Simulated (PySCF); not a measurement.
**Selenium: a sound run and one with changed settings**

Sound run: Se⁺ [Ar] 3d10 4s2 4p3, Se²⁺ [Ar] 3d10 4s2 4p2. Computed with PySCF 2.14 in x2c-SVPall (5s4p3d, 32 functions), with scalar relativity by spin-free X2C-1e. In the sound run the correlated levels freeze [Ar] 3d10. The sound run starts from symmetry-adapted Hartree-Fock orbitals and uses a fine grid where one is needed.

Changed run: the non-relativistic Hamiltonian (point nucleus). This setting is unsound on purpose.

| species | method | sound run (hartree) | changed run (hartree) | converged |
| --- | --- | --- | --- | --- |
| Se⁺ | UHF | -2427.32952 | -2386.99537 | yes |
| Se⁺ | M06-L | -2428.93982 | -2388.60700 | yes |
| Se⁺ | PBE0 | -2428.75190 | -2388.42024 | yes |
| Se⁺ | MP2 | -2427.38872 | -2387.05539 | yes |
| Se⁺ | CCSD(T) | -2427.40450 | -2387.07193 | yes |
| Se²⁺ | UHF | -2426.56207 | -2386.22560 | yes |
| Se²⁺ | M06-L | -2428.16378 | -2387.82664 | yes |
| Se²⁺ | PBE0 | -2427.96397 | -2387.62994 | yes |
| Se²⁺ | MP2 | -2426.60797 | -2386.27231 | yes |
| Se²⁺ | CCSD(T) | -2426.62551 | -2386.29111 | yes |

Ionisation energy of Se⁺:

```tsv
method	sound run (eV)	changed run (eV)
UHF	20.883	20.946
M06-L	21.117	21.235
PBE0	21.441	21.505
MP2	21.245	21.309
SCS-MP2	21.115	21.179
CCSD	21.192	21.243
CCSD(T)	21.197	21.247
```

Most of the change in total energy is the relativistic energy itself. On top of that the contraction fixes the core shape for the Hamiltonian it was made with, so the changed run is not a good calculation with the other Hamiltonian either.

For comparison, NIST gives 21.196 ± 0.01 eV between the lowest levels.
